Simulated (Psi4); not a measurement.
Psi4 input (wB97X-D/6-31G*):

```
memory 1500 MB

molecule {
1 2
Si   -0.24675166   -0.31480560    0.45207189
H    -0.98134586   -1.21116338   -0.55911929
F     0.49287435    0.62427130   -0.64109857
symmetry c1
no_reorient
no_com
}

set {
  basis 6-31G*
  reference uks
  scf_type pk
  dft_radial_points 99
  dft_spherical_points 590
  e_convergence 1e-8
  d_convergence 1e-7
  maxiter 150
}

e = energy('wb97x-d')
print_out(f'\nFINAL {e:.10f} DIPOLE {variable("CURRENT DIPOLE")[0]:.6f} {variable("CURRENT DIPOLE")[1]:.6f} {variable("CURRENT DIPOLE")[2]:.6f}\n')
```

Output:

```
   => Loading Basis Set <=

    Name: 6-31G*
    Role: ORBITAL
    Keyword: BASIS
    atoms 1 entry SI         line   268 file 6-31gs.gbs
    atoms 2 entry H          line    44 file 6-31gs.gbs
    atoms 3 entry F          line   162 file 6-31gs.gbs

   => WB97X-D: Empirical Dispersion <=

    Chai and Head-Gordon Dispersion Correction
    Chai, J.-D.; Head-Gordon, M. (2010), J. Chem. Phys., 132: 6615-6620

        s6 =       1.000000

         ---------------------------------------------------------
                                   SCF
               by Justin Turney, Rob Parrish, Andy Simmonett
                          and Daniel G. A. Smith
                              UKS Reference
         ---------------------------------------------------------

  ==> Geometry <==

    Molecular point group: c1
    Full point group: C1

    Geometry (in Angstrom), charge = 1, multiplicity = 2:

       Center              X                  Y                   Z               Mass
    ------------   -----------------  -----------------  -----------------  -----------------
         SI          -0.246751660000    -0.314805600000     0.452071890000    27.976926534650
         H           -0.981345860000    -1.211163380000    -0.559119290000     1.007825032230
         F            0.492874350000     0.624271300000    -0.641098570000    18.998403162730

  Running in c1 symmetry.

  Rotational constants: A =      7.35515  B =      0.55283  C =      0.51418 [cm^-1]
  Rotational constants: A = 220501.72140  B =  16573.43020  C =  15414.81621 [MHz]
  Nuclear repulsion =   48.000505285190776

  Charge       = 1
  Multiplicity = 2
  Electrons    = 23
  Nalpha       = 12
  Nbeta        = 11

  ==> Algorithm <==

  SCF Algorithm Type is PK.
  DIIS enabled.
  MOM disabled.
  Fractional occupation disabled.
  Guess Type is SAD.
  Energy threshold   = 1.00e-08
  Density threshold  = 1.00e-07
  Integral threshold = 1.00e-12

  ==> Primary Basis <==

  Basis Set: 6-31G*
    Blend: 6-31G*
    Number of shells: 16
    Number of basis functions: 36
    Number of Cartesian functions: 36
    Spherical Harmonics?: false
    Max angular momentum: 2

  ==> DFT Potential <==

   => LibXC <=

    Version 7.1.2
    S. Lehtola, C. Steigemann, M. J. T. Oliveira, and M. A. L. Marques,  SoftwareX 7, 1–5 (2018) (10.1016/j.softx.2017.11.002)

   => Composite Functional: WB97X-D <=

    wB97X-D Hyb-GGA Exchange-Correlation Functional

    J.-D. Chai and M. Head-Gordon,  Phys. Chem. Chem. Phys. 10, 6615–6620 (2008) (10.1039/B810189B)

    Deriv               =              1
    GGA                 =           TRUE
    Meta                =          FALSE

    Exchange Hybrid     =           TRUE
    MP2 Hybrid          =          FALSE

   => Exchange-Correlation Functionals <=

    1.0000   wB97X-D range-separated functional

   => Exact (HF) Exchange <=

    0.7780            HF,LR [omega = 0.2000]
    0.2220               HF

   => LibXC Density Thresholds  <==

    XC_HYB_GGA_XC_WB97X_D:  1.00E-14

   => Molecular Quadrature <=

    Radial Scheme          =       TREUTLER
    Pruning Scheme         =           NONE
    Nuclear Scheme         =       TREUTLER

    Blocking Scheme        =         OCTREE
    BS radius alpha        =              1
    Pruning alpha          =              1
    Radial Points          =             99
    Spherical Points       =            590
    Total Points           =         168322
    Total Blocks           =           1282
    Max Points             =            256
    Max Functions          =             36
    Weights Tolerance      =       1.00E-15

  ==> Integral Setup <==

  Using in-core PK algorithm.
   Calculation information:
      Number of atoms:                   3
      Number of AO shells:              16
      Number of primitives:             46
      Number of atomic orbitals:        36
      Number of basis functions:        36

      Integral cutoff                 1.00e-12
      Number of threads:                 1

  Performing in-core PK
  Using 666333 doubles for integral storage.
  We computed 9180 shell quartets total.
  Whereas there are 9316 unique shell quartets.

  Computing range-separated integrals for PK
  We computed 9180 wK shell quartets total.
  Whereas there are 9316 wK unique shell quartets.

  ==> DiskJK: Disk-Based J/K Matrices <==

    J tasked:                  Yes
    K tasked:                  Yes
    wK tasked:                 Yes
    Omega:               2.000E-01
    Schwarz Cutoff:          1E-12


  Cached 100.0% of DFT collocation blocks in 0.158 [GiB].

  Minimum eigenvalue in the overlap matrix is 8.0009571776E-03.
  Reciprocal condition number of the overlap matrix is 1.6779734640E-03.
    Using symmetric orthogonalization.

  ==> Pre-Iterations <==

  SCF Guess: Superposition of Atomic Densities via on-the-fly atomic UHF (no occupation information).

   -------------------------
    Irrep   Nso     Nmo
   -------------------------
     A         36      36
   -------------------------
    Total      36      36
   -------------------------

  ==> Iterations <==

                        Total Energy        Delta E     RMS |[F,P]|

   @UKS iter SAD:  -389.23881467793711   -3.89239e+02   0.00000e+00
   @UKS iter   1:  -389.45648000267232   -2.17665e-01   9.72249e-03 ADIIS/DIIS
   @UKS iter   2:  -389.41832101400558    3.81590e-02   1.52161e-02 ADIIS/DIIS
   @UKS iter   3:  -389.51689747333586   -9.85765e-02   6.77443e-04 ADIIS/DIIS
   @UKS iter   4:  -389.51763556370605   -7.38090e-04   2.38888e-04 ADIIS/DIIS
   @UKS iter   5:  -389.51781139848833   -1.75835e-04   1.19190e-04 ADIIS/DIIS
   @UKS iter   6:  -389.51787704864887   -6.56502e-05   3.17846e-05 DIIS
   @UKS iter   7:  -389.51788209581883   -5.04717e-06   9.26289e-06 DIIS
   @UKS iter   8:  -389.51788233542902   -2.39610e-07   1.88545e-06 DIIS
   @UKS iter   9:  -389.51788234875846   -1.33294e-08   5.91405e-07 DIIS
   @UKS iter  10:  -389.51788235009371   -1.33525e-09   1.24394e-07 DIIS
   @UKS iter  11:  -389.51788235013231   -3.85967e-11   2.46673e-08 DIIS
  Energy and wave function converged.

  ==> Post-Iterations <==

   Electrons on quadrature grid:
      Nalpha   =   11.9999999931 ; deviation = -6.926e-09
      Nbeta    =   10.9999999950 ; deviation = -4.968e-09
      Ntotal   =   22.9999999881 ; deviation = -1.189e-08

   @Spin Contamination Metric:   6.039838256E-03
   @S^2 Expected:                7.500000000E-01
   @S^2 Observed:                7.560398383E-01
   @S   Expected:                5.000000000E-01
   @S   Observed:                5.000000000E-01

    Orbital Energies [Eh]
    ---------------------

    Alpha Occupied:

       1A    -66.693171     2A    -25.110286     3A     -5.796022
       4A     -4.144072     5A     -4.139731     6A     -4.137407
       7A     -1.562330     8A     -0.925268     9A     -0.821121
      10A     -0.792015    11A     -0.781076    12A     -0.657177

    Alpha Virtual:

      13A     -0.307064    14A     -0.192040    15A     -0.100986
      16A      0.016629    17A      0.060567    18A      0.080612
      19A      0.144462    20A      0.316497    21A      0.346402
      22A      0.359940    23A      0.431989    24A      0.588776
      25A      0.802343    26A      1.087131    27A      1.101706
      28A      1.113957    29A      1.394500    30A      1.661409
      31A      1.667225    32A      1.808730    33A      1.818011
      34A      2.547889    35A      2.678685    36A      3.816851

    Beta Occupied:

       1A    -66.690021     2A    -25.107200     3A     -5.792275
       4A     -4.141621     5A     -4.135804     6A     -4.131296
       7A     -1.554602     8A     -0.902009     9A     -0.792998
      10A     -0.789128    11A     -0.757282

    Beta Virtual:

      12A     -0.387530    13A     -0.290259    14A     -0.170765
      15A     -0.077853    16A      0.019790    17A      0.076845
      18A      0.087019    19A      0.156129    20A      0.348111
      21A      0.380366    22A      0.381800    23A      0.457069
      24A      0.610180    25A      0.844350    26A      1.091579
      27A      1.104048    28A      1.123155    29A      1.396372
      30A      1.664946    31A      1.671107    32A      1.811775
      33A      1.825132    34A      2.555092    35A      2.696921
      36A      3.819352

    Final Occupation by Irrep:
              A
    DOCC [    11 ]
    SOCC [     1 ]
    NA   [    12 ]
    NB   [    11 ]

  @UKS Final Energy:  -389.51788235013231

   => Energetics <=

    Nuclear Repulsion Energy =             48.0005052851907763
    One-Electron Energy =                -629.1181426500883163
    Two-Electron Energy =                 214.2496179236217984
    DFT Exchange-Correlation Energy =     -22.6497132890533628
    Empirical Dispersion Energy =          -0.0001496198032143
    VV10 Nonlocal Energy =                  0.0000000000000000
    Total Energy =                       -389.5178823501322540

  UHF NO Occupations:
  HONO-2 :   10  A 1.9997599
  HONO-1 :   11  A 1.9972823
  HONO-0 :   12  A 1.0000000
  LUNO+0 :   13  A 0.0027177
  LUNO+1 :   14  A 0.0002401
  LUNO+2 :   15  A 0.0000548
  LUNO+3 :   16  A 0.0000073

Computation Completed

Properties will be evaluated at   0.000000,   0.000000,   0.000000 [a0]

Properties computed using the SCF density matrix

 Multipole Moments:

 ------------------------------------------------------------------------------------
     Multipole            Electronic (a.u.)      Nuclear  (a.u.)        Total (a.u.)
 ------------------------------------------------------------------------------------

 L = 1.  Multiply by 2.5417464519 to convert [e a0] to [Debye]
 Dipole X            :         -0.7638034            0.0000001           -0.7638033
 Dipole Y            :         -0.9680005           -0.0000002           -0.9680006
 Dipole Z            :          1.0265505            0.0000001            1.0265506
 Magnitude           :                                                    1.6044398

 ------------------------------------------------------------------------------------

FINAL -389.5178823501 DIPOLE -0.763803 -0.968001 1.026551

*** Psi4 exiting successfully. Buy a developer a beer!
```

The dipole moment of an ion depends on the origin.

The geometry given is a B3LYP-D3(BJ)/def2-TZVP minimum of the species of charge 0 and multiplicity 1, not of this state.
